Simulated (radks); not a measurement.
Neutral lanthanum inside a hard spherical wall (all orbitals vanish at R), configuration held at [Xe] 5d1 6s2 and not refilled when levels cross. All-electron calculation, scalar-relativistic Kohn-Sham, PBE, spin-polarised, spherical densities, point nucleus; open shells are filled with parallel spins first (spin-orbit coupling, left out, can overturn this in heavy ions). Program: a radial shooting solver on a logarithmic mesh with Libxc functionals. Eigenvalues in eV for spin up, with the zero of energy where the potential of the charges vanishes at infinity; a dash marks a level that is unbound or too diffuse for the functional's potential to be trusted. A positive occupied level is held by the wall or, in an anion where self-interaction has pushed it up, behind a barrier. The pressure on the wall is -dE/dV.

R (bohr)  E (hartree)  kinetic (hartree)    e(5s)    e(5p)   e(6s)   e(5d)  e(6p, empty)  e(7s, empty)  pressure (GPa)
free       -8493.2898           8984.332  -39.035  -22.568  -3.816  -3.306        -1.425             -               0
20         -8493.2898           8984.332  -39.035  -22.568  -3.816  -3.306        -1.424         0.001        < 0.0001
15         -8493.2898           8984.333  -39.031  -22.564  -3.813  -3.303        -1.411         0.361        0.000321
12         -8493.2892           8984.339  -38.986  -22.520  -3.780  -3.264        -1.320         1.226         0.00949
10         -8493.2858           8984.366  -38.811  -22.348  -3.642  -3.117        -1.037         2.824          0.0895
7          -8493.2247           8984.689  -37.395  -20.982  -2.208  -1.906         1.324        11.405            2.87
4          -8491.9408           8989.639  -29.073  -13.050  15.845   7.720        25.688        71.715             241
3.5        -8490.7183           8994.188  -24.478   -8.285  29.774  14.249        42.598        107.72             671
3          -8487.9802           9003.840  -16.342    0.752  56.881  26.676        73.897        170.54            2130
2.5        -8481.2240           9025.798    0.149   19.979  113.23  52.584        136.27        289.30            7920
1.5        -8394.6953           9274.121   183.96   227.38  603.94  293.56        647.81        1180.5          266000
